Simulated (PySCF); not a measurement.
C₆H₉BGeO₂, SMILES OB(O)c1cc[c]([GeH3])cc1, singlet at its GFN2-xTB optimised geometry (Å):

```
19

Ge     3.2730     0.0033     0.0215
C      1.3219    -0.0001    -0.0010
C      0.6090     1.0510    -0.5637
C     -0.7727     1.0528    -0.5571
C     -1.4996    -0.0001     0.0000
C     -0.7723    -1.0540     0.5556
C      0.6090    -1.0524     0.5607
B     -3.0949    -0.0001     0.0000
O     -3.8127    -1.1455     0.0004
O     -3.8121     1.1458     0.0000
H      3.8100     0.9381    -1.0130
H      3.8104     0.4399     1.3481
H      3.8127    -1.3669    -0.2351
H      1.1483     1.8761    -1.0122
H     -1.3006     1.8819    -1.0120
H     -1.3000    -1.8847     1.0077
H      1.1487    -1.8811     1.0023
H     -3.3041    -1.9546    -0.0142
H     -3.3029     1.9546     0.0143
```

Level of theory: PySCF with PBE0/def2-SVP.

Map of the HOMO amplitude (bohr^(-3/2)) on the plane z = 1.2 Å; orbital energy -7.53 eV, overall sign arbitrary:

```
|55555555555555555555555555555|
|55555555555555555555555555555|
|55555555555555555555555555555|
|55555555555555555555555555555|
|55555555555555555555555555555|
|55555555555555555555555555555|
|55555555555555555555555555555|
|55555555555555555555555555555|
|55555555555555555555555555555|
|55555555555455556655555555555|
|55555555544445566665555455555|
|55555655444344566766544444555|
|55555655433334567776543234555|
|55555555432234578887541024455|
|55555554432124679987542234555|
|55555555432123689976544444555|
|55556655443213699876555555555|
|55556655554334678765555555555|
|55556655555445566655555555555|
|55555555555555555555555555555|
|55555555555555555555555555555|
|55555555555555555555555555555|
|55555555555555555555555555555|
|55555555555555555555555555555|
|55555555555555555555555555555|
|55555555555555555555555555555|
|55555555555555555555555555555|
|55555555555555555555555555555|
|55555555555555555555555555555|
```
Scale: ten equal steps from -0.092 (start of '0') to 0.074 (end of '9'), in the order '0123456789'; x runs from -6.00 to 6.00, y from -6.00 (bottom) to 6.00 (top).
